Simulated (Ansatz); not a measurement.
Reaction (hydrogenolysis of a C–In bond): `BB[CH2][InH2]` + H₂ → `BBC` + `[InH3]`

Calculated with Ansatz (gas phase, PBE0-D4/def2-TZVP geometries, no zero-point term in ΔE). CCSD(T)/CBS adds triple-zeta CCSD(T) − MP2 to the extrapolated MP2 energy (def2 sets, frozen cores). This one scheme is used for every species. Elements past krypton have def2 core potentials. For In outer-core shells are correlated without core-valence functions, which leaves a few kJ/mol of doubt a bond. One conformer a species, not always the lowest.

```json
{"species": "`BB[CH2][InH2]`", "CCSD(T)/CBS(def2) energy (Eh)": "-281.60052"}
{"species": "H₂", "CCSD(T)/CBS(def2) energy (Eh)": "-1.17544"}
{"species": "`BBC`", "CCSD(T)/CBS(def2) energy (Eh)": "-91.20122"}
{"species": "`[InH3]`", "CCSD(T)/CBS(def2) energy (Eh)": "-191.56739"}
```

Question: Work out ΔE.

Answer: ΔE = (-91.20122) + (-191.56739) − (-281.60052) − (-1.17544) = 0.00735 Eh = +19.3 kJ/mol.

Largest T1 diagnostic among the species: 0.014.

From PBE to PBE0 (25 % exact exchange), in def2-TZVPP and without D4, ΔE moves by −8.9 kJ/mol. The D4 term adds +13.2 kJ/mol with B3LYP and +7.0 kJ/mol with PBE0; it sums over pairs of atoms, weighted by their polarisabilities, and B3LYP, whose exchange is more repulsive, gets the larger term. At CCSD(T), def2-SVP lies −26.6 kJ/mol from the extrapolated value and def2-TZVPP −8.7 kJ/mol.

B3LYP here is the variant with VWN-RPA as its local correlation; programs differ in this.
